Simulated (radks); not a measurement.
Results of a calculation; reference values are marked as such.
The platinum ion Pt+, configuration [Xe] 4f14 5d9.

Level of theory: scalar-relativistic Kohn-Sham, PBEsol, spin-unpolarised, spherical densities, point nucleus (a radial shooting solver on a logarithmic mesh with Libxc functionals).

Energy parts (hartree):
part                       energy
total                 -18408.0259
kinetic                20533.7458
electron-nucleus      -45731.6619
Hartree                 7138.7300
exchange-correlation    -348.8398

Orbitals (lengths in bohr, moments of r in powers of bohr; r(90%) holds 90 % of the orbital's charge):
orbital	occ.	eigenvalue (hartree)	<r^4>	<r>	<r^2>	r(90%)
1s	2	-2881.867	4.517e-07	0.01715	0.0004061	0.0313
2s	2	-506.5209	0.00006657	0.07236	0.006202	0.112
2p	6	-439.0116	0.00005368	0.06524	0.005203	0.106
3s	2	-119.2009	0.002416	0.1871	0.04005	0.274
3p	6	-99.54608	0.002644	0.1882	0.04108	0.281
3d	10	-78.23887	0.002033	0.1705	0.03402	0.264
4s	2	-25.83826	0.05468	0.4151	0.1945	0.595
4p	6	-19.39317	0.07311	0.4420	0.2221	0.641
4d	10	-11.57116	0.1024	0.4683	0.2536	0.699
5s	2	-4.04672	1.516	0.9526	1.019	1.36
4f	14	-2.87854	0.2224	0.5163	0.3249	0.834
5p	6	-2.36403	2.924	1.105	1.383	1.61
5d	9	-0.52674	20.10	1.644	3.226	2.58

The highest occupied level is 5d at -14.333 eV. Summed over all electrons, <r^2> = 48.89 bohr^2, which gives a Langevin (diamagnetic) susceptibility term of -38.7 x 10^-6 cm^3/mol. For comparison, the ionisation energy in NIST's Atomic Spectra Database is 18.6 eV (measured). In exact Kohn-Sham theory the highest level is minus the ionisation energy, but local and semilocal functionals leave it too shallow, through self-interaction and a potential that decays too fast; potentials with the right tail come closer.

Beside tabulated values, note that spin-unpolarised runs miss the spin-polarisation part of the exchange energy of open shells.
